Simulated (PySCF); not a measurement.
B(H)(Et)(OMe) (C3H9BO), SMILES COBCC. Atoms are numbered in the order given.

```xyz
14

B      0.8077     0.0454     0.0000
H      1.9566    -0.3494     0.0000
C     -0.4295    -0.9322     0.0000
C     -0.0888    -2.4222     0.0000
H     -1.0687    -0.6807    -0.8714
H     -1.0687    -0.6807     0.8714
H      0.5098    -2.6934     0.8846
H      0.5098    -2.6934    -0.8846
H     -0.9873    -3.0599     0.0000
O      0.6808     1.3945     0.0000
C     -0.5799     2.0383     0.0000
H     -1.1686     1.7727     0.8945
H     -0.4101     3.1245     0.0000
H     -1.1686     1.7727    -0.8945
```
Charge 0, spin multiplicity 1.

Geometry optimised at r2SCAN-D4/def2-SVP. This is a generated structure with no PubChem entry under its InChIKey; it may be hypothetical. The values are those of a single conformer.

These are PBE/pcSseg-1 (PySCF) values and carry that method's errors.

GIAO shieldings, no solvent; atoms alike by connectivity are averaged. δ = σ(ref) − σ: ¹¹B against BF3 (σ = 83.9 ppm); ¹H against TMS (σ = 31.49 ppm); ¹³C against TMS (σ = 182.0 ppm); ¹⁷O against H2O (σ = 334.3 ppm), references at their B3LYP-D3(BJ)/def2-TZVP geometries, non-relativistic.

Computed chemical shifts:
```csv
nucleus,atoms,count,δ (ppm)
¹¹B,B1,1,41.8
¹H,H2,1,5.77
¹H,"H12, H13, H14",3,4.03
¹H,"H7, H8, H9",3,1.42
¹H,"H5, H6",2,1.03
¹³C,C11,1,57.9
¹³C,C3,1,17.2
¹³C,C4,1,13.5
¹⁷O,O10,1,206.0
```
